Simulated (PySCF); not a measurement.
C₃H₃F₃S.
Numbering: `[CH3:1][C:2](=[S:3])[C:4]([F:5])([F:6])[F:7]` (hydrogens: H8, H9, H10 on C1)

Structure used (PBE0-D3(BJ)/def2-SVP), in Å, numbered top down from 1:
```xyz
10
C3H3F3S angstrom
C      0.8847    0.2455   -0.9189
C      0.3900    0.2074    0.4860
S      1.2198    0.6699    1.7897
C     -1.0322   -0.3333    0.6120
F     -1.0724   -1.5896    0.1509
F     -1.4961   -0.3329    1.8453
F     -1.8582    0.3991   -0.1458
H      1.9155    0.6141   -0.9580
H      0.8273   -0.7621   -1.3632
H      0.2303    0.8933   -1.5256
```

Theory: core-valence-separated Tamm–Dancoff BHandHLYP/aug-pcX-1 (pcseg-1 on H, def2-SVPD on S) in PySCF, non-relativistic, gas phase, PBE0-D3(BJ)/def2-SVP geometry. The energies are unshifted.

The lowest roots of each edge with f over 0.003 (five at most, numbered afresh; weaker and dark ones are left out), with transition dipoles (au) in the frame of the coordinates:

```tsv
root	edge	E (eV)	f	μx	μy	μz
1	C	282.05	0.0725	0.0367	-0.0951	0.0104
2	C	286.15	0.0091	0.0054	-0.0012	-0.0356
3	C	286.84	0.0351	0.0655	0.0251	0.0084
4	C	286.95	0.0394	-0.0261	0.0699	-0.0066
5	C	287.59	0.0068	0.0026	-0.0026	-0.0309
6	F	685.01	0.0113	-0.0116	-0.0208	-0.0103
7	F	685.05	0.0104	0.0202	-0.0046	0.0137
8	F	687.65	0.0257	-0.0157	-0.0007	0.0358
9	F	687.78	0.0065	-0.0108	0.0145	-0.0076
10	F	687.80	0.0046	-0.0020	0.0161	0.0026
```

Task: Molecules are fixed in this frame and the field points along x. What effective strengths 3 f cos²θ do the roots have (θ between field and μ)?

Result: root 1 (C2): 0.028, root 2 (C1): 0.001, root 3 (C1): 0.090, root 4 (C1): 0.014, root 5 (C1): 0.000, root 6 (F5): 0.007, root 7 (F7): 0.021, root 8 (F6): 0.012, root 9 (F5/F7): 0.006, root 10 (F5/F7): 0.000. Root 3 is the strongest. Averaged over all orientations cos²θ is 1/3, which gives f back.

